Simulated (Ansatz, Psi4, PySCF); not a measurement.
FIn, charge +1, doublet, at a GFN2-xTB geometry (such geometries of metal compounds can be far from the true shape) (a state made from the parent by changing its charge; the spin is typed, not shown lowest) (all electrons, no relativity). Base run: B3LYP5/STO-3G run with PySCF.

PySCF was given this input:
```python
from pyscf import gto, scf, dft

mol = gto.Mole()
mol.atom = '''
    In   -0.00000000   -0.00000000   -0.35495561
    F     0.00000000    0.00000000    1.93253608
'''
mol.basis = 'sto-3g'
mol.charge = 1
mol.spin = 1
mol.verbose = 4
mol.build()

mf = dft.UKS(mol)
mf.xc = 'b3lyp5'
mf.kernel()
```

The same geometry, method and basis name were run in Ansatz (a first-principles code) and Psi4 and PySCF, at each program's defaults and at the settings that a row names. The base is PySCF at its defaults. Differences at the defaults can come from grids, fitting, cores and function types together. The rows with settings made alike still differ; the cause (another SCF solution, basis table, core potential or functional code) wasn't traced.

```csv
code and settings,ΔE vs base (mEh),basis functions,E (Eh),SCF cycles
"PySCF, defaults (exact integrals, its default grid, spherical functions)",0.000,32,-5782.72345,10
"Ansatz, defaults (factorised integrals, its default grid, spherical functions)",-0.002,32,-5782.72346,-
"PySCF, fine grid",0.001,32,-5782.72345,10
"Psi4, exact integrals, spherical functions, fine grid",20.064,32,-5782.70339,16
"Ansatz, high accuracy",-0.002,32,-5782.72346,-
```

Open shells are given as the SCF converged; they aren't shown to be the lowest states, and a large step between rows can be another state.
